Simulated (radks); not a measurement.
Results of a calculation; reference values are marked as such.
Initial-state core-level shifts of neutral thulium when its valence configuration changes from [Xe] 4f13 6s2. Code: a radial shooting solver on a logarithmic mesh with Libxc functionals. Model: scalar-relativistic Kohn-Sham, LDA (Slater exchange, Perdew-Wang correlation), spin-polarised, spherical densities, finite nucleus; open shells are filled with parallel spins first (spin-orbit coupling, left out, can overturn this in heavy ions); Fermi nuclear charge, rms radius 5.2256 fm. Shifts are changes of the shell-averaged eigenvalues in eV (positive: less bound); the change of the density at the nucleus, which sets a Mossbauer isomer shift, is in e/bohr^3, on a base of 9.982e+05.

valence,2s,3s,3p,4p,density at nucleus
4f13 5d1 6s1,+0.646,+0.624,+0.624,+0.646,-36.46
4f12 6s2 6p1,-10.369,-11.038,-11.025,-10.666,+63.79
4f12 5d1 6s2,-7.094,-7.818,-7.804,-7.413,+45.65
4f12.5 5d0.5 6s2,-3.457,-3.785,-3.779,-3.621,+22.10
4f13 6s1 6p1,-1.358,-1.339,-1.340,-1.354,-32.58
4f12.5 6s1.5 6p1,-5.597,-5.894,-5.888,-5.754,+11.20
4f13 6s1.5 6p0.5,-0.743,-0.734,-0.734,-0.741,-15.36
